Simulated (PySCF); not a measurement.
Correlation energy of Al⁻ (aluminium, charge -1)

[Ne] 3s2 3p2, high-spin 3P determinant. Calculation: PySCF 2.14, in x2c-QZVPPall with one added diffuse shell each of s, p, d, f type (10s7p5d3f1g, 86 functions); the spin-free X2C one-electron Hamiltonian (Gaussian nucleus). Frozen: 1s2; 12 electrons correlated.

```csv
level,correlation energy (mhartree)
CCSD,-233.75
(T),-5.48
CCSD(T),-239.23
```

Diagnostics: T1 = 0.013, D1 = 0.0485, largest double amplitude 0.071.

Cost of the coupled-cluster step: of the order of 50 core-seconds, for 12 correlated electrons.

This basis was not built for core-valence correlation, so the inner-shell part is incomplete.
